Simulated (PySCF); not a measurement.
An unknown shows these calculated signals:

¹H NMR (500 MHz, computed): δ 4.75 (m, 2H), 4.52 (m, 2H), 4.39 (m, 2H), 2.18 (br s, 1H), 2.16 (m, 1H), 1.27 (m, 1H).

¹³C{¹H} NMR (computed): δ 80.9 (CH2), 68.9 (CH2), 35.9 (CH2).

Non-relativistic, rapidly exchanging positions averaged, single conformer, isolated molecule. Shielding tensors at PBE0/pcSseg-1 (GIAO); geometry from GFN2-xTB; PySCF 2.14.0 with density-fitted response routines.

Scale: ¹H (σref 31.72), ¹³C (σref 186.93) against TMS (reference shieldings calculated alike).

Which of these does the molecule contain: an aldehyde, a heteroaromatic ring, an OH group, an ester?

Results:


- An aldehyde: no.
- A heteroaromatic ring: no.
- An OH group: yes (δH 2.18 (br s)).
- An ester: no.

The data belong to SMILES [Si]1(O)(CF)OCCCO1, C$_{4}$H$_{9}$FO$_{3}$Si; they needn't prove each group on their own.

Carbon signals by region: 2 at 50–100 ppm, 1 below 50 ppm.

OH and NH positions are those of a molecule without intermolecular hydrogen bonds; in solution they move with solvent, concentration and temperature, and exchange usually removes their couplings. Splittings by ¹⁹F in the carbon and heteronuclear signals aren't shown, as no couplings were computed. Shifts are as computed. Against solution values, carbons near 30 ppm lie about +3 ppm off and those near 130 ppm about +5 ppm. Of 1309 compounds with measured shifts, 239 miss one by over three times the rms of a fit or turn the order of signals round; such compounds aren't used in these exercises. Multiplicities follow the n + 1 count of equivalent neighbours, as no J values were calculated; m marks all less simple cases, F and P coupling included.
